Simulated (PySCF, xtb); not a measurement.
OSc, SMILES [O]=[Sc] (connectivity only; charge and spin as stated), neutral, multiplicity 2.

Harmonic wavenumbers (cm⁻¹) from GFN2-xTB run with xtb at its own minimum, in rising order: 616.

### Question
What does PBE-D3(BJ)/def2-TZVPD (PySCF) give at its own minimum? (Estimate from the structure and the level; the computed values follow.)

### Answer
976. Paired by order, the mean absolute difference is 360 cm⁻¹ and the zero-point energies are 0.9 and 1.4 kcal/mol.
